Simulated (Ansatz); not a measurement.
## Molecular dynamics of C$_{2}$H$_{11}$NSi

The input (input.yaml):

```yaml
crystal:
  periodic: [false, false, false]
  atoms:
    - { symbol: Si, position_ang: [-0.4212, -0.2236, -0.7541] }
    - { symbol: "N", position_ang: [0.6573, -1.3503, 0.6903] }
    - { symbol: H, position_ang: [-0.7026, -1.5259, -1.3668] }
    - { symbol: H, position_ang: [-1.5175, 0.549, -1.4215] }
    - { symbol: C, position_ang: [1.1152, 0.7647, -1.2618] }
    - { symbol: H, position_ang: [-0.1412, -0.4287, 1.2427] }
    - { symbol: C, position_ang: [-1.1415, 0.5452, 1.1497] }
    - { symbol: H, position_ang: [1.6552, -1.2725, 0.8242] }
    - { symbol: H, position_ang: [0.3806, -2.3075, 0.8558] }
    - { symbol: H, position_ang: [1.9512, 0.6519, -0.5823] }
    - { symbol: H, position_ang: [0.8918, 1.8225, -1.3427] }
    - { symbol: H, position_ang: [1.441, 0.4321, -2.2403] }
    - { symbol: H, position_ang: [-2.1203, 0.0873, 1.238] }
    - { symbol: H, position_ang: [-0.7669, 0.6937, 2.173] }
    - { symbol: H, position_ang: [-1.2809, 1.5621, 0.796] }
magnetization:
  spin_polarized: true
basis:
  gaussian: { orbitals: def2-SVP }
hamiltonian:
  xc: hf
md:
  timestep: 0.5
  n_steps: 150
  ensemble: nve
  temperature: 600.0
  initial_velocities: maxwell_boltzmann
  seed: 572905
```

Command:

```bash
$ ansatz run input.yaml --threads 2 --pin off --max-ram 3072MiB --backend cpu --events-out ev --progress --plain --runs-dir out
```

It starts from a rough guess of a transition structure, not a stationary point.

Output, in part (one step line in 6, the closing report, with atoms numbered from 0):

```
md step     0: t =     0.00 fs  T =   600.0 K  F+E_penalty+E_count = -11570.52049246 eV  E_kin = 1.008228 eV  conserved = -11569.51226447 eV  (32 SCF iters)
md step     6: t =     3.00 fs  T =   472.5 K  F+E_penalty+E_count = -11570.29667151 eV  E_kin = 0.793930 eV  conserved = -11569.50274164 eV  (27 SCF iters)
md step    12: t =     6.00 fs  T =   930.9 K  F+E_penalty+E_count = -11571.09441080 eV  E_kin = 1.564332 eV  conserved = -11569.53007878 eV  (33 SCF iters)
md step    18: t =     9.00 fs  T =  1411.6 K  F+E_penalty+E_count = -11571.90211582 eV  E_kin = 2.372012 eV  conserved = -11569.53010350 eV  (32 SCF iters)
md step    24: t =    12.00 fs  T =   727.6 K  F+E_penalty+E_count = -11570.72307226 eV  E_kin = 1.222699 eV  conserved = -11569.50037296 eV  (28 SCF iters)
md step    30: t =    15.00 fs  T =  1769.3 K  F+E_penalty+E_count = -11572.50210650 eV  E_kin = 2.973115 eV  conserved = -11569.52899168 eV  (34 SCF iters)
md step    36: t =    18.00 fs  T =  1599.5 K  F+E_penalty+E_count = -11572.21750700 eV  E_kin = 2.687784 eV  conserved = -11569.52972261 eV  (33 SCF iters)
md step    42: t =    21.00 fs  T =  1155.4 K  F+E_penalty+E_count = -11571.44567971 eV  E_kin = 1.941459 eV  conserved = -11569.50422038 eV  (28 SCF iters)
md step    48: t =    24.00 fs  T =  1614.0 K  F+E_penalty+E_count = -11572.22700679 eV  E_kin = 2.712156 eV  conserved = -11569.51485121 eV  (34 SCF iters)
md step    54: t =    27.00 fs  T =  1288.6 K  F+E_penalty+E_count = -11571.65673528 eV  E_kin = 2.165312 eV  conserved = -11569.49142320 eV  (34 SCF iters)
md step    60: t =    30.00 fs  T =  1447.2 K  F+E_penalty+E_count = -11571.93779174 eV  E_kin = 2.431797 eV  conserved = -11569.50599426 eV  (35 SCF iters)
md step    66: t =    33.00 fs  T =  1517.2 K  F+E_penalty+E_count = -11572.05723430 eV  E_kin = 2.549550 eV  conserved = -11569.50768470 eV  (38 SCF iters)
md step    72: t =    36.00 fs  T =  1510.7 K  F+E_penalty+E_count = -11572.03287590 eV  E_kin = 2.538502 eV  conserved = -11569.49437375 eV  (34 SCF iters)
md step    78: t =    39.00 fs  T =  1820.5 K  F+E_penalty+E_count = -11572.56892653 eV  E_kin = 3.059201 eV  conserved = -11569.50972562 eV  (37 SCF iters)
md step    84: t =    42.00 fs  T =  1562.5 K  F+E_penalty+E_count = -11572.13235565 eV  E_kin = 2.625635 eV  conserved = -11569.50672025 eV  (36 SCF iters)
md step    90: t =    45.00 fs  T =  2049.1 K  F+E_penalty+E_count = -11572.98017615 eV  E_kin = 3.443184 eV  conserved = -11569.53699232 eV  (30 SCF iters)
md step    96: t =    48.00 fs  T =  2101.3 K  F+E_penalty+E_count = -11573.05540514 eV  E_kin = 3.530975 eV  conserved = -11569.52442994 eV  (25 SCF iters)
md step   102: t =    51.00 fs  T =  1614.0 K  F+E_penalty+E_count = -11572.21854849 eV  E_kin = 2.712184 eV  conserved = -11569.50636455 eV  (27 SCF iters)
md step   108: t =    54.00 fs  T =  2234.9 K  F+E_penalty+E_count = -11573.27818784 eV  E_kin = 3.755402 eV  conserved = -11569.52278587 eV  (24 SCF iters)
md step   114: t =    57.00 fs  T =  2048.6 K  F+E_penalty+E_count = -11572.97994667 eV  E_kin = 3.442395 eV  conserved = -11569.53755207 eV  (24 SCF iters)
md step   120: t =    60.00 fs  T =  1498.2 K  F+E_penalty+E_count = -11572.01994325 eV  E_kin = 2.517487 eV  conserved = -11569.50245669 eV  (28 SCF iters)
md step   126: t =    63.00 fs  T =  2042.7 K  F+E_penalty+E_count = -11572.95003348 eV  E_kin = 3.432438 eV  conserved = -11569.51759595 eV  (25 SCF iters)
md step   132: t =    66.00 fs  T =  1831.7 K  F+E_penalty+E_count = -11572.60037966 eV  E_kin = 3.078031 eV  conserved = -11569.52234882 eV  (25 SCF iters)
md step   138: t =    69.00 fs  T =  1720.9 K  F+E_penalty+E_count = -11572.39395300 eV  E_kin = 2.891829 eV  conserved = -11569.50212400 eV  (27 SCF iters)
md step   144: t =    72.00 fs  T =  2038.9 K  F+E_penalty+E_count = -11572.93645816 eV  E_kin = 3.426045 eV  conserved = -11569.51041314 eV  (26 SCF iters)
md step   150: t =    75.00 fs  T =  1477.2 K  F+E_penalty+E_count = -11571.96082283 eV  E_kin = 2.482233 eV  conserved = -11569.47859006 eV  (32 SCF iters)
Total energy: -11571.96082283 eV, -425.2617164822 hartree
Atom 0 at    -0.965214     0.412569    -1.032779 Å, force     1.745459     0.672421     1.548716 eV/Å
Atom 1 at     2.060054    -2.465049     1.415684 Å, force    -8.534779    11.615141    -3.927229 eV/Å
Atom 2 at    -1.486846    -0.947318    -1.125305 Å, force     0.279288    -0.648045    -0.854380 eV/Å
Atom 3 at    -1.501605     1.320218    -2.092316 Å, force     0.078222    -0.321158     0.096615 eV/Å
Atom 4 at     1.045163     0.592023    -1.027264 Å, force    -3.440644     2.008097    -3.937875 eV/Å
Atom 5 at     2.430750    -3.198355     1.540862 Å, force     8.013962   -13.404092     2.946615 eV/Å
Atom 6 at    -1.574853     0.829796     0.684129 Å, force     0.784023     0.795315     1.607545 eV/Å
Atom 7 at     1.653698    -2.701634     0.479786 Å, force     0.365396     1.180227     1.101732 eV/Å
Atom 8 at     1.248419    -2.564899     2.020356 Å, force     0.147915     0.627817    -0.126807 eV/Å
Atom 9 at     1.671492     0.389614    -0.231656 Å, force     1.018067    -0.930865     1.968600 eV/Å
Atom 10 at     1.305277     1.609339    -1.461842 Å, force    -0.437967    -0.937006     0.902307 eV/Å
Atom 11 at     1.192917    -0.026881    -1.902583 Å, force     1.024737    -0.719115    -0.060828 eV/Å
Atom 12 at    -2.440299     0.365947     1.092059 Å, force    -1.280929    -0.821366    -0.401808 eV/Å
Atom 13 at    -0.839108     0.566519     1.480471 Å, force     0.058420     0.274501    -0.864514 eV/Å
Atom 14 at    -1.781141     1.883224     0.813969 Å, force     0.178829     0.608130     0.001313 eV/Å
Dipole moment:    -0.168566    -0.344642    -0.019713 e Å
```

All steps were run. The conserved energy stayed within 2.3 meV per atom of its start (net change 2.2 meV per atom), so there is no drift, though single steps change it by up to 44 meV in the whole system, a sign of fast motions only just resolved. The kinetic energy rose, since the run started high on the potential surface and went downhill. It ends in pieces (C2H8Si + H3N), so much of that is their flight and rotation, not heat. A run of 0.075 ps of so small a system gives no equilibrium averages. The orbitals were unrestricted but ended closed-shell.

The planned step would form Si1–C7, N2–H6 and break Si1–N2, H6–C7. These pairs go: Si1–C7 2.18 → 1.87 Å, N2–H6 1.34 → 0.83 Å, Si1–N2 2.13 → 4.84 Å, H6–C7 1.40 → 5.75 Å. In the last frame they stand as after the step (other bonds may differ from the relaxed reactants and products). These pairs come and go: their bonding changes 16 times, last at 72 of 75 fs, so the outcome isn't settled. It ends as C2H8Si + H3N. Pairs count as bonded within 1.25 times the sum of covalent radii (0.12 Å more for H–H).

Last frame:

```xyz
15
Properties=species:S:1:pos:R:3
Si -0.965 0.413 -1.033
N 2.060 -2.465 1.416
H -1.487 -0.947 -1.125
H -1.502 1.320 -2.092
C 1.045 0.592 -1.027
H 2.431 -3.198 1.541
C -1.575 0.830 0.684
H 1.654 -2.702 0.480
H 1.248 -2.565 2.020
H 1.671 0.390 -0.232
H 1.305 1.609 -1.462
H 1.193 -0.027 -1.903
H -2.440 0.366 1.092
H -0.839 0.567 1.480
H -1.781 1.883 0.814
```

The run took 5.3 min on 2 threads of Arm Neoverse V1, on a shared host, peak memory 0.3 GiB.
